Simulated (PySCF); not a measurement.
Computed shifts of a molecule C6H4F2, PySCF with PBE0/pcSseg-1, GIAO, gas phase, equivalent atoms averaged, in ppm (number of nuclei): ¹³C: 209.5 (1), 142.3 (1), 115.5 (1), 86.5 (1), 83.1 (1), 81.0 (1). ¹⁹F: -172.0 (1), -220.6 (1). ¹H: 7.75 (1), 6.33 (1), 5.87 (1), 2.93 (1). References: ¹³C against TMS (σ = 186.3 ppm); ¹⁹F against CFCl3 (σ = 167.2 ppm); ¹H against TMS (σ = 31.56 ppm), references at their B3LYP-D3(BJ)/def2-TZVP geometries, non-relativistic. Geometry: PBE0-D3(BJ)/def2-SVP. Other conformers were not sampled.

Q: Identify the compound among the candidates.
A. C#CC(/C=C\F)=C/F
B. C#CC(C)=C=C(F)F
C. C#C[C@H](F)C=C=CF
D. Fc1cccc(F)c1

A: C, C#C[C@H](F)C=C=CF
